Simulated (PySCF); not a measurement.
# A series of derivatives of N#CC#C[SiH2]C[SiH3]

Parent skeleton `[N:1]#[C:2][C:3]#[C:4][SiH2:5][CH2:6][SiH3:7]`; one hydrogen on atom 6 is replaced by X. Hydrogens on one atom are averaged.

Level of theory: GFN2-xTB geometry, GIAO PBE0/pcSseg-1 shieldings, in PySCF (single conformer, no relativistic terms, in vacuum, equivalent nuclei averaged).

Chemical shifts δ = σref − σ; NH3 for $^{15}$N; TMS for $^{13}$C, $^{29}$Si, $^{1}$H, all at this level.

Parent (X = H): N1 308.3, C2 111.3, C3 89.9, C4 92.4, Si5 -63.6, C6 -11.7, Si7 -73.9, H(Si5) 4.62, H(C6) -0.03 ppm. Effects are Δδ = δ(X) − δ(H), positive for deshielding.

Known members:
| X | N1 | C2 | C3 | C4 | Si5 | C6 | Si7 | H(Si5) | H(C6) |
| --- | --- | --- | --- | --- | --- | --- | --- | --- | --- |
| CN | +4.5 | -0.2 | +1.8 | -4.9 | +4.7 | +4.3 | +8.9 | +0.11 | +1.19 |

Four more derivatives gave (Δδ, ppm):
```csv
compound,N1,C2,C3,C4,Si5,C6,Si7,H(Si5),H(C6)
1,-3.9,+0.1,-5.0,+7.8,-32.3,+68.2,+4.7,+0.59,+4.06
2,+2.1,-0.3,+0.3,-1.4,+2.6,+16.2,+5.6,+0.03,+0.62
3,+1.7,+0.0,-1.3,-0.8,-8.1,+17.0,+8.5,-0.17,+0.86
4,-0.1,+0.0,+1.1,+0.3,+0.3,+21.2,+9.3,-0.03,+0.48
```

Problem. Their substituents are C2H5, CH2CN, OCHO, SSiH3. Which is which?

Solution. 1: X = OCHO (N#CC#C[SiH2][C@H]([SiH3])OC=O); 2: X = CH2CN (N#CC#C[SiH2][C@H]([SiH3])CC#N); 3: X = SSiH3 (N#CC#C[SiH2][C@@H]([SiH3])S[SiH3]); 4: X = C2H5 (CC[C@H]([SiH3])[SiH2]C#CC#N).

Experimental scales use liquid or dissolved standards, which lie at an offset from isolated NH3 (liquid NH3: subtract about 20 ppm). Unscaled 15N shifts of sp2 nitrogen come out 20 to 40 ppm too high even then.
